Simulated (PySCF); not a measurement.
CH₇ClN₂Si. Atoms are numbered in the order given.

```xyz
12

N     -2.2283    -1.2344     0.7420
C     -1.5226    -0.3379    -0.1839
Si     0.2223     0.0970     0.3833
N      1.1105    -1.3740     0.5586
Cl     1.0606     1.4443    -1.0022
H     -2.3911    -0.7643     1.6334
H     -1.6379    -2.0388     0.9594
H     -2.1128     0.5820    -0.3332
H     -1.4704    -0.8061    -1.1842
H      0.2455     0.7621     1.7123
H      1.9482    -1.3823     1.1341
H      1.2368    -1.9766    -0.2511
```

The structure is a stationary point at B3LYP-D3(BJ)/def2-SVP. The structure was generated by enumeration; whether it is a known compound was not checked. The values are those of a single conformer.

Calculation: PBE/def2-TZVP in PySCF.

ESP charges are fitted to the potential on shells at 1.4 to 2.0 van der Waals radii. Atomic charges (e):

| atom | IAO | Löwdin | ESP fit |
|---|---|---|---|
| N1 | -0.57 | -0.16 | -0.91 |
| C2 | -0.45 | -0.47 | 0.34 |
| Si3 | 0.97 | -0.15 | 0.33 |
| N4 | -0.83 | -0.25 | -1.00 |
| Cl5 | -0.36 | 0.16 | -0.24 |
| H6 | 0.25 | 0.15 | 0.34 |
| H7 | 0.25 | 0.15 | 0.35 |
| H8 | 0.16 | 0.14 | -0.02 |
| H9 | 0.16 | 0.14 | 0.02 |
| H10 | -0.13 | -0.03 | -0.05 |
| H11 | 0.28 | 0.16 | 0.42 |
| H12 | 0.27 | 0.16 | 0.41 |

Computed Mayer and Wiberg (Löwdin basis) orders of the bonds:
| bond | Mayer | Wiberg |
|---|---|---|
| N1–C2 | 1.04 | 1.47 |
| C2–Si3 | 1.02 | 1.14 |
| Si3–N4 | 1.20 | 1.55 |
| Si3–Cl5 | 1.12 | 1.74 |
| N1–H6 | 0.94 | 0.96 |
| N1–H7 | 0.93 | 0.95 |
| C2–H8 | 0.93 | 0.86 |
| C2–H9 | 0.92 | 0.86 |
| Si3–H10 | 0.93 | 0.90 |
| N4–H11 | 0.92 | 0.95 |
| N4–H12 | 0.91 | 0.95 |
